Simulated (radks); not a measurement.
K, configuration [Ar] 4s1. Method: non-relativistic Kohn-Sham, HCTH/407, spin-polarised, spherical densities, point nucleus; open shells are filled with parallel spins first; computed with a radial shooting solver on a logarithmic mesh with Libxc functionals.

Normalised radial functions P(r) = r R(r), r in bohr:

```
   r/bohr * 3s down, o 3p down (the largest magnitude, 0.964, reaches the edge; | marks zero, & curves that meet)
 0.006343                             o *
 0.008528                             o  *
  0.01137                             o   *
  0.01517                             o    *
   0.0204                             |o    *
   0.0272                             |o     *
  0.03628                             | o     *
  0.04878                             |  o   *
  0.06506                             |   o *
  0.08748                             |  *  o
   0.1167                            *|        o
   0.1556                      *      |          o
   0.2092                 *           |           o
    0.279               *             |          o
   0.3722                    *        |    o
   0.5004                          o  | *
   0.6674               o             |              *
   0.8973       o                     |                        *
    1.197    o                        |                          *
    1.596        o                    |                   *
    2.146                o            |          *
    2.862                      o      |   *
    3.848                          o  |*
    5.133                             &
    6.846                             &
    9.204                             &
    12.28                             &
    16.37                             &
    22.01                             &
```

3s down: eigenvalue -35.544 eV, 2 radial nodes at r = 0.108, 0.483 bohr, <r> = 1.27 bohr, 90 % of the charge inside 1.91 bohr. 3p down: eigenvalue -19.308 eV, 1 radial node at r = 0.451 bohr, <r> = 1.43 bohr, 90 % of the charge inside 2.24 bohr.
